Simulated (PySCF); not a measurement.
Pd²⁺ (palladium, charge +2) across methods

[Kr] 4d7 5s1, high-spin 5F determinant (an excited configuration). All numbers are calculated (PySCF 2.14, scalar relativity through the core potential, in def2-TZVPPD with the def2 core potential (28 electrons)).

```json
{"method": "PBE0", "E (hartree)": "-126.5936", "mean ε 4d α (eV)": "-34.781", "mean ε 4d β (eV)": "-32.340", "mean ε 5s α (eV)": "-23.445", "Σ⟨r²⟩ (bohr²)": "31.55", "⟨S²⟩": "6.001"}
{"method": "BLYP", "E (hartree)": "-126.5648", "mean ε 4d α (eV)": "-32.305", "mean ε 4d β (eV)": "-30.261", "mean ε 5s α (eV)": "-22.630", "Σ⟨r²⟩ (bohr²)": "31.67", "⟨S²⟩": "6.001"}
{"method": "PBE", "E (hartree)": "-126.5995", "mean ε 4d α (eV)": "-32.533", "mean ε 4d β (eV)": "-30.265", "mean ε 5s α (eV)": "-22.705", "Σ⟨r²⟩ (bohr²)": "31.62", "⟨S²⟩": "6.001"}
{"method": "r2SCAN", "E (hartree)": "-126.6419", "mean ε 4d α (eV)": "-33.177", "mean ε 4d β (eV)": "-30.494", "mean ε 5s α (eV)": "-22.934", "Σ⟨r²⟩ (bohr²)": "31.53", "⟨S²⟩": "6.001"}
{"method": "B97-3", "E (hartree)": "-126.6178", "mean ε 4d α (eV)": "-34.803", "mean ε 4d β (eV)": "-32.574", "mean ε 5s α (eV)": "-23.280", "Σ⟨r²⟩ (bohr²)": "31.55", "⟨S²⟩": "6.001"}
{"method": "BP86", "E (hartree)": "-126.6815", "mean ε 4d α (eV)": "-32.623", "mean ε 4d β (eV)": "-30.488", "mean ε 5s α (eV)": "-22.899", "Σ⟨r²⟩ (bohr²)": "31.62", "⟨S²⟩": "6.001"}
{"method": "r2SCANh", "E (hartree)": "-126.6299", "mean ε 4d α (eV)": "-34.004", "mean ε 4d β (eV)": "-31.301", "mean ε 5s α (eV)": "-23.228", "Σ⟨r²⟩ (bohr²)": "31.52", "⟨S²⟩": "6.001"}
{"method": "UHF", "E (hartree)": "-125.93282", "mean ε 4d α (eV)": "-40.567", "mean ε 4d β (eV)": "-37.512", "mean ε 5s α (eV)": "-25.104", "Σ⟨r²⟩ (bohr²)": "31.61", "⟨S²⟩": "6.004"}
{"method": "LDA", "E (hartree)": "-126.3165", "mean ε 4d α (eV)": "-32.669", "mean ε 4d β (eV)": "-30.255", "mean ε 5s α (eV)": "-23.080", "Σ⟨r²⟩ (bohr²)": "31.77", "⟨S²⟩": "6.000"}
```

Energies and moments cover only the electrons outside the core potential.
